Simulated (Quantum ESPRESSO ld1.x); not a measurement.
Values are calculated unless marked as measured or tabulated.
Isoelectronic series with 42 electrons, all held in the configuration [Kr] 4d5 5s1, which need not be the ground one along the series. Level of theory: Dirac Kohn-Sham, BLYP, spin-unpolarised, spherical densities, point nucleus; open shells are shared between the two j in proportion to 2j + 1 (ld1.x of Quantum ESPRESSO 7.5). Total energies (hartree) and mean radii <r> (bohr):

[
 {"ion": "Mo", "E (hartree)": "-4049.74", "4d5/2": "2.024", "4d3/2": "1.991", "5s1/2": "3.596"},
 {"ion": "Tc+", "E (hartree)": "-4286.52", "4d5/2": "1.685", "4d3/2": "1.666", "5s1/2": "3.038"},
 {"ion": "Ru2+", "E (hartree)": "-4530.95", "4d5/2": "1.482", "4d3/2": "1.467", "5s1/2": "2.671"},
 {"ion": "Rh3+", "E (hartree)": "-4783.02", "4d5/2": "1.338", "4d3/2": "1.326", "5s1/2": "2.404"},
 {"ion": "Pd4+", "E (hartree)": "-5042.75", "4d5/2": "1.228", "4d3/2": "1.217", "5s1/2": "2.198"},
 {"ion": "Ag5+", "E (hartree)": "-5310.17", "4d5/2": "1.139", "4d3/2": "1.129", "5s1/2": "2.031"},
 {"ion": "Cd6+", "E (hartree)": "-5585.29", "4d5/2": "1.065", "4d3/2": "1.056", "5s1/2": "1.893"},
 {"ion": "In7+", "E (hartree)": "-5868.15", "4d5/2": "1.002", "4d3/2": "0.9932", "5s1/2": "1.775"},
 {"ion": "Sn8+", "E (hartree)": "-6158.80", "4d5/2": "0.9468", "4d3/2": "0.9389", "5s1/2": "1.673"},
 {"ion": "Sb9+", "E (hartree)": "-6457.27", "4d5/2": "0.8987", "4d3/2": "0.8911", "5s1/2": "1.584"},
 {"ion": "Te10+", "E (hartree)": "-6763.60", "4d5/2": "0.8560", "4d3/2": "0.8486", "5s1/2": "1.505"},
 {"ion": "I11+", "E (hartree)": "-7077.83", "4d5/2": "0.8176", "4d3/2": "0.8104", "5s1/2": "1.435"},
 {"ion": "Xe12+", "E (hartree)": "-7400.02", "4d5/2": "0.7829", "4d3/2": "0.7759", "5s1/2": "1.371"},
 {"ion": "Cs13+", "E (hartree)": "-7730.21", "4d5/2": "0.7514", "4d3/2": "0.7445", "5s1/2": "1.313"},
 {"ion": "Ba14+", "E (hartree)": "-8068.46", "4d5/2": "0.7226", "4d3/2": "0.7158", "5s1/2": "1.260"},
 {"ion": "La15+", "E (hartree)": "-8414.82", "4d5/2": "0.6961", "4d3/2": "0.6894", "5s1/2": "1.212"},
 {"ion": "Ce16+", "E (hartree)": "-8769.35", "4d5/2": "0.6716", "4d3/2": "0.6650", "5s1/2": "1.167"},
 {"ion": "Pr17+", "E (hartree)": "-9132.09", "4d5/2": "0.6489", "4d3/2": "0.6424", "5s1/2": "1.126"},
 {"ion": "Nd18+", "E (hartree)": "-9503.13", "4d5/2": "0.6278", "4d3/2": "0.6213", "5s1/2": "1.088"},
 {"ion": "Pm19+", "E (hartree)": "-9882.51", "4d5/2": "0.6081", "4d3/2": "0.6017", "5s1/2": "1.052"}
]

4d5/2 drops below 5s1/2 between Mo and Tc+. 4d3/2 drops below 5s1/2 between Mo and Tc+.
